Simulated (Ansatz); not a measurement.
Calculated with Ansatz (gas phase, PBE0-D4/def2-TZVP geometries, no zero-point term in ΔE). CCSD(T)/CBS is the MP2 limit (def2-TZVPP, def2-QZVPP) plus CCSD(T) − MP2 in def2-TZVPP, frozen cores. This one scheme is used for every species. DFT in def2-TZVPP. One conformer a species, not always the lowest.

Reaction (ligand exchange at the Si–N bond): `C=N[SiH](O)[SiH3]` + H–F → `O[SiH](F)[SiH3]` + `C=N`

| species | PBE0 energy (Eh) |
| --- | --- |
| `C=N[SiH](O)[SiH3]` | -750.96177 |
| H–F | -100.39405 |
| `O[SiH](F)[SiH3]` | -756.84159 |
| `C=N` | -94.55153 |

Work out ΔE.

ΔE = (-756.84159) + (-94.55153) − (-750.96177) − (-100.39405) = -0.03730 Eh = -97.9 kJ/mol. CCSD(T)/CBS gives -97.5 kJ/mol.

Largest T1 diagnostic among the species: 0.013.

The D4 term adds +10.0 kJ/mol with B3LYP and +5.7 kJ/mol with PBE0; it sums over pairs of atoms, weighted by their polarisabilities, and B3LYP, whose exchange is more repulsive, gets the larger term. At CCSD(T), def2-SVP lies −3.4 kJ/mol from the extrapolated value and def2-TZVPP −1.4 kJ/mol. In def2-TZVPP, CCSD(T) changes the Hartree–Fock value by +17.8 kJ/mol (the triples alone add +3.5 kJ/mol) and MP2 by +23.2 kJ/mol.

B3LYP here is the variant with VWN-RPA as its local correlation; programs differ in this.
